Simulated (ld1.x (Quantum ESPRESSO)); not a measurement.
# u(r) = r·R(r): atom against pseudo-atom (Zn)

Columns: radius, all-electron u(r) and pseudo u(r) of the 3s shell (level -124.43 eV) of zinc in the configuration [Ne] 3s2 3p6 3d10 4s2 4p0; LDA (PZ), non-relativistic, RRKJ scheme, ld1.x (Quantum ESPRESSO) 7.5.

```csv
r (bohr),all-electron,pseudo
0.055,0.1643,0.1512
0.110,-0.5174,0.3021
0.165,-0.7160,0.4518
0.220,-0.4835,0.5987
0.275,-0.0559,0.7399
0.330,0.3935,0.8718
0.385,0.7744,0.9899
0.440,1.0539,1.0892
0.495,1.2312,1.1655
0.550,1.3206,1.2149
0.605,1.3414,1.2356
0.660,1.3125,1.2273
0.715,1.2499,1.1920
0.770,1.1666,1.1334
0.825,1.0722,1.0569
0.880,0.9736,0.9686
0.935,0.8755,0.8750
0.990,0.7813,0.7817
1.045,0.6927,0.6928
1.100,0.6109,0.6109
1.155,0.5364,0.5364
1.210,0.4692,0.4692
1.265,0.4091,0.4091
1.320,0.3557,0.3557
1.375,0.3086,0.3086
1.430,0.2671,0.2671
```

Problem. How many radial nodes do the two functions have?

Solution. The all-electron 3s function has n − l − 1 = 2; the pseudo-wave has 0, since the states of the same l below it are removed with the core.

Problem. At about which radius was the pseudo-wave matched?

Solution. 1.10 bohr. The columns agree to 0.0005 from 0.94 bohr on; several derivatives are matched, so the curves merge somewhat inside the radius.

Problem. Is the pseudo-wave norm-conserving?

Solution. Yes: the RRKJ scheme keeps the norm inside the radius equal to the all-electron one, which fixes the energy derivative of the logarithmic derivative at the level.
